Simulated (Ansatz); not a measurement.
Geometry optimisation, RKS PBE-D4/def2-SVP in Ansatz.

Input:

```yaml
crystal:
  periodic: [false, false, false]
  atoms:
    - { symbol: Ga, position_ang: [0.010315, 0.57465, -0.345595] }
    - { symbol: H, position_ang: [-0.018888, -0.011928, 2.361885] }
    - { symbol: O, position_ang: [1.589713, -0.187973, -0.716069] }
    - { symbol: H, position_ang: [1.505451, -1.030877, -1.199127] }
    - { symbol: O, position_ang: [-1.641393, -0.067306, -0.625952] }
    - { symbol: H, position_ang: [-1.634455, -0.989204, -0.947655] }
    - { symbol: Cl, position_ang: [0.11706, 2.626473, 0.470038] }
    - { symbol: H, position_ang: [0.022798, 0.680266, 2.155075] }
basis:
  gaussian: { orbitals: def2-SVP }
hamiltonian:
  xc: pbe
  dispersion: d4
relax:
  f_tol: 0.03
  max_steps: 50
output:
  orbitals: {}
```

Command:

```bash
$ ansatz run input.yaml --threads 2 --pin off --max-ram 3072MiB --backend cpu --events-out ev --progress --plain --runs-dir out
```

Task: Where does it end, and by what steps?

Result: It converged. The force dipped under the threshold on the way, but the program's further checks kept it going. After 7 steps the energy has fallen by 0.105 eV; Cl7 moved furthest, 0.23 Å.

| step | energy less start (eV) | largest force component (eV/Å) | accepted |
| --- | --- | --- | --- |
| 0 | 0.0000 | 1.864 | yes |
| 1 | -0.0939 | 0.287 | yes |
| 2 | -0.1001 | 0.227 | yes |
| 3 | -0.1024 | 0.148 | yes |
| 4 | -0.1040 | 0.059 | yes |
| 5 | -0.1025 | 0.233 | no |
| 6 | -0.1045 | 0.023 | yes |
| 7 | -0.1049 | 0.029 | yes |

```xyz
8
Properties=species:S:1:pos:R:3
Ga 0.001 0.665 -0.391
H 0.004 -0.173 2.361
O 1.569 -0.140 -0.736
H 1.450 -1.054 -1.054
O -1.632 -0.039 -0.638
H -1.594 -0.962 -0.948
Cl 0.088 2.705 0.260
H 0.065 0.593 2.297
```

Whether the end is a true minimum wasn't checked by a vibrational analysis.

Run time: 14 s on 2 threads of Arm Neoverse V1, on a shared host, peak memory 0.14 GiB.
